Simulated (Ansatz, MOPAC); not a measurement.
Diatomic SiH-, multiplicity 3 (lowest of 2S+1 = 1, 3, 5 at CCSD(T)/def2-TZVPP on PBE0 minima; our sources give no spin for the ground state, which may be another).

Constants: fifth-degree fit in 1/R to seven points, most abundant isotopes. Runs in def2 and cc sets follow the lowest solution found near the PBE0 minimum.

The values were computed with Ansatz (Gaussian orbitals); MOPAC for PM6 (differences of heats of formation). Each number belongs to the level named beside it.

```
level                                          r_e (Å)  ω_e (cm⁻¹)  ω_e x_e (cm⁻¹)  α_e (cm⁻¹)
---------------------------------------------  -------  ----------  --------------  ----------
PM6                                              1.566        1972              26     -0.0013
SVWN5/def2-TZVPP                                 1.571        1789              39        0.24
PBE/def2-TZVPP                                   1.575        1772              40        0.25
r2SCAN/def2-TZVPP                                1.559        1837              40        0.24
B97M-V/def2-TZVPP                                1.568        1765              38        0.25
B3LYP/def2-TZVPP                                 1.561        1811              41        0.25
PBE0/def2-TZVPP                                  1.562        1839              39        0.24
BHLYP/def2-TZVPP                                 1.548        1879              40        0.24
CAM-B3LYP/def2-TZVPP                             1.554        1851              40        0.24
wB97X-V/def2-TZVPP                               1.559        1859              38        0.23
wB97M-V/def2-TZVPP                               1.555        1842              41        0.25
B2PLYP/def2-TZVPP                                1.555        1850              41        0.25
CCSD/aug-cc-pV(T+d)Z                             1.552        1856              41        0.25
CCSD/def2-TZVPP                                  1.557        1851              41        0.24
CCSD/aug-cc-pV(Q+d)Z                             1.549        1878              42        0.25
CCSD/def2-QZVPP                                  1.551        1871              42        0.25
CCSD/aug-cc-pV(5+d)Z                             1.548        1879              42        0.25
CCSD(T)/aug-cc-pV(T+d)Z                          1.555        1841              42        0.25
CCSD(T)/def2-TZVPP                               1.559        1838              41        0.25
CCSD(T)/aug-cc-pV(Q+d)Z                          1.551        1863              43        0.25
CCSD(T)/def2-QZVPP                               1.553        1857              42        0.25
CCSD(T)/aug-cc-pV(5+d)Z                          1.551        1864              42        0.25
CCSD(T)/CBS(def2-TZVPP, def2-QZVPP)              1.554        1856              42        0.25
CCSD(T)/CBS(aug-cc-pV(Q+d)Z, aug-cc-pV(5+d)Z)    1.551        1866              42        0.25
```

Correlated levels freeze the cores. CBS(a, b) extrapolates the correlation energy as X⁻³ and adds the Hartree–Fock energy of set b. The state that PM6 reach isn't checked.

Ansatz is a first-principles code.
